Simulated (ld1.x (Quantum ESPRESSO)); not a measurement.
# What one change does to a pseudopotential (Rh (Z = 45), PAW)

rhodium (Rh), PAW, made with ld1.x (Quantum ESPRESSO) 7.5 (PBE, scalar-relativistic). Core [Ar] 3d10 4s2, reference 4p6 4d8 5s1 5p0. Waves: 5s (bound): rcut 2.75, rcutus 3.10 bohr; 5s channel at 1.8 Ry: rcut 2.75, rcutus 3.10 bohr; 4p (bound): rcut 1.70, rcutus 2.25 bohr; 5p (bound, empty): rcut 1.70, rcutus 2.25 bohr; 4d (bound): rcut 1.20, rcutus 1.35 bohr; 4d channel at 1.8 Ry: rcut 1.20, rcutus 1.35 bohr. Local part: all-electron potential smoothed inside 2.30 bohr (lloc = -1). Core correction: Bessel-smoothed model core inside 1.15 bohr. Augmentation charge: BG, radius 1.35 bohr.

Change: waves 4d (bound): rcut 1.20, rcutus 1.54 bohr; 4d channel at 1.8 Ry: rcut 1.20, rcutus 1.54 bohr.

Cutoffs: the cutoffs (Ry, on a coarse ladder) from which the occupation-weighted sum of valence levels, in a spherical-Bessel basis at the reference potential, stays within 10 and 1 mRy of its value at 400 Ry; they do not see the model core or the augmentation charge, which bear on the density cutoff. Errors are all-electron minus pseudo energies relative to the spin-unpolarised reference configuration.

Problem. What does the change do?

Solution. The potential gets softer (55 Ry and 100 Ry → 45 Ry and 70 Ry); of the 7 tests that both files solve, the error grows in 4 and shrinks in 2 by more than 15 % and 0.3 meV (median size 25.4 → 27.9 meV); neither file shows a bound ghost at the reference potential, the only one tested. A larger radius leaves more room for a smooth pseudo-wave, so fewer plane waves are needed.

```tsv
quantity	base	changed
cutoff, loose	55 Ry	45 Ry
cutoff, tight	100 Ry	70 Ry
loose cutoff by channel (10 mRy a level)	s 6 Ry, p 15 Ry, d 50 Ry	s 6 Ry, p 15 Ry, d 35 Ry
bound ghosts	none	none
error for 4p6 4d8 5s0 5p0, meV [ΔE 7.46 eV]	+25	+33
error for 4p6 4d7 5s0 5p0, meV [ΔE 26.97 eV]	+20	+26
error for 4p6 4d6 5s0 5p0, meV [ΔE 59.48 eV]	-29	-28
error for 4p6 4d8.5 5s0.5 5p0, meV [ΔE -0.63 eV]	+7.4	+9.5
error for 4p6 4d7 5s1 5p1, meV [ΔE 6.62 eV]	-2.8	-1.7
error for 4p6 4d8 5s0 5p1, meV [ΔE 3.60 eV]	+25	+32
error for 4p5 4d8 5s1 5p0, meV [ΔE 56.63 eV]	+1327	+1111
s: phases at 3.36 bohr within 0.05 rad from the reference energy up to (Ry; the scan ends near 5)	2.2	2.2
p: phases at 3.36 bohr within 0.05 rad from the reference energy up to (Ry; the scan ends near 5)	n/a	n/a
d: phases at 3.36 bohr within 0.05 rad from the reference energy up to (Ry; the scan ends near 5)	to the end of the scan	to the end of the scan
lowest overlap eigenvalue by channel	s 0.60, p 0.81, d 0.98	s 0.60, p 0.81, d 0.99
```

Base: These tests converged, but a pseudo level misses the all-electron one widely, so the file describes the atom poorly there or has found another state: 4p5 4d8 5s1 5p0: 4p by 7.1 eV (a node warning on the way). ld1.x warns that Blöchl-style (BG) augmentation functions are not a good idea. Changed file: These tests converged, but a pseudo level misses the all-electron one widely, so the file describes the atom poorly there or has found another state: 4p5 4d8 5s1 5p0: 4p by 6.5 eV (a node warning on the way). ld1.x warns that Blöchl-style (BG) augmentation functions are not a good idea.
